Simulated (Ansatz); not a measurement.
Relaxation of F3H4NSTi (10 atoms, charge 0, multiplicity 1), to a largest force component of 0.03 eV/Å in at most 50 steps.

Method: RKS B3LYP-D4/def2-SVP in Ansatz.

```xyz
10
Properties=species:S:1:pos:R:3
Ti -0.512 0.159 -0.584
N -0.321 -0.492 2.590
H -0.571 -1.214 3.272
H 0.540 -0.046 2.920
F 0.895 0.922 0.103
F -0.656 0.840 -2.170
F -0.375 -1.561 -0.748
S -2.518 0.790 0.525
H -2.649 -0.486 0.968
H -1.060 0.238 2.615
```

Task: Where does it end, and by what steps?

Result: It converged. The force dipped under the threshold on the way, but the program's further checks kept it going. After 18 steps the energy has fallen by 0.627 eV; H3 moved furthest, 0.96 Å. Joined: Ti1–N2 (3.25 → 2.31 Å).

| step | energy less start (eV) | largest force component (eV/Å) | accepted |
| --- | --- | --- | --- |
| 0 | 0.0000 | 0.791 | yes |
| 1 | -0.1522 | 0.658 | yes |
| 2 | -0.3078 | 0.985 | yes |
| 3 | -0.4679 | 1.030 | yes |
| 4 | -0.5543 | 0.781 | yes |
| 5 | -0.5777 | 0.496 | yes |
| 6 | -0.5934 | 0.232 | yes |
| 7 | -0.5984 | 0.144 | yes |
| 8 | -0.5973 | 0.636 | no |
| 9 | -0.6068 | 0.143 | yes |
| 10 | -0.6098 | 0.347 | yes |
| 11 | -0.6149 | 0.247 | yes |
| 12 | -0.6073 | 0.264 | no |
| 13 | -0.6230 | 0.030 | yes |
| 14 | -0.6219 | 0.333 | no |
| 15 | -0.6250 | 0.022 | yes |
| 16 | -0.6256 | 0.122 | yes |
| 17 | -0.6260 | 0.089 | yes |
| 18 | -0.6268 | 0.019 | yes |

```xyz
10
Properties=species:S:1:pos:R:3
Ti -0.439 0.104 -0.133
N -0.400 -0.387 2.126
H -0.920 -1.228 2.380
H 0.581 -0.558 2.363
F 0.679 1.346 0.417
F -0.604 0.500 -1.823
F 0.210 -1.529 -0.206
S -2.740 0.409 0.165
H -2.870 0.116 1.478
H -0.722 0.376 2.725
```

Whether the end is a true minimum wasn't checked by a vibrational analysis.

Time of the run: 55 s on 4 threads of Arm Neoverse V2, with other jobs on the host, peak memory 0.35 GiB.
